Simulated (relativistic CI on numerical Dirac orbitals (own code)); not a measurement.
Computed by Dirac-Coulomb-Breit CI, separate exchange-only KLI orbitals for each configuration, a model potential for QED, unscaled Slater integrals (own radial code, finite nucleus).

The strongest absorption lines from the ground level of an ion, among the configurations computed and to levels below about 997 eV (vacuum wavelength in Å, gf): 13.343 (0.00021), 14.552 (0.00025), 20.635 (0.00052), 25.385 (0.002), 32.481 (1.8), 39.834 (0.61).

Which ion is it?
A. Bi51+
B. Re43+
C. Pa59+
D. Fr55+

A. Bi51+ has 32 electrons and the ground level 4s²4p² ³P0; the strongest line goes to 4s²4p4d ³D°1. The pattern of lines fixes the number of electrons, and along that sequence the line energies rise steadily with the charge (about as its square where n changes within one kind of shell, about linearly where n is kept but much faster in heavy ions where fine structure, which grows about as Z⁴, sets the gap, and irregularly where shells cross), which fixes Z. Configurations outside the model, such as inner-shell arrays, can give stronger lines. At this charge energies of transitions that change n are usually good to better than 1 %, and those within a shell (Δn = 0) to a few per cent.

LS names give the leading component of a level, which can be under half, so a name can repeat, a term be missing and a line seem to break the LS rules.
